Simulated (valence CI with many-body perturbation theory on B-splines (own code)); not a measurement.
The numbers below are computed, except where a source is named.
Tc XIII: configurations and terms from energies and g

Method: relativistic CI+MBPT: three valence electrons over a frozen Dirac-Fock core [Ar] 3d10, a basis of 11 s, 11 p, 10 d, 8 f, 5 g, 2 h functions for each j, with the one-electron correlation potential Σ1 (screened to all orders), the two-electron term Σ2, the three-electron term Σ3, Breit, model QED; selected single and double excitations, second order for the rest, scaled by the run's own slope (own B-spline code, finite nucleus).

No measured levels were compared; by estimate levels hold to about 250 cm⁻¹ or 0.2 % of their energy and the worst to 1 %, as in measured heavy ions of charge 2 to 7; those with d or f electrons hold less well.

| No. | J | Parity | E (cm⁻¹) | g |
| --- | --- | --- | --- | --- |
| 1 | 1/2 | odd | 0 | 0.665 |
| 2 | 3/2 | odd | 33563 | 1.333 |
| 3 | 1/2 | even | 213320 | 2.624 |
| 4 | 3/2 | even | 230050 | 1.724 |
| 5 | 5/2 | even | 244450 | 1.554 |
| 6 | 3/2 | even | 284430 | 0.828 |
| 7 | 5/2 | even | 293180 | 1.246 |
| 10 | 3/2 | even | 359970 | 1.314 |
| 11 | 3/2 | even | 458460 | 0.800 |
| 12 | 5/2 | even | 463670 | 1.200 |
| 15 | 5/2 | odd | 552180 | 1.199 |
| 16 | 1/2 | odd | 590310 | 0.665 |
| 18 | 3/2 | odd | 628850 | 0.422 |
| 19 | 5/2 | odd | 635750 | 1.039 |

Energies count from the lowest level. Strongly mixed levels and levels close to another of their J and parity are left out, so the numbers can have gaps.

Q: Give configuration and LS term of each level.

A: 1: 4s²4p ²P°; 2: 4s²4p ²P°; 3: 4s4p² ⁴P; 4: 4s4p² ⁴P; 5: 4s4p² ⁴P; 6: 4s4p² ²D; 7: 4s4p² ²D; 10: 4s4p² ²P; 11: 4s²4d ²D; 12: 4s²4d ²D; 15: 4p³ ²D°; 16: 4p³ ²P°; 18: 4s4p4d ⁴F°; 19: 4s4p4d ⁴F°.
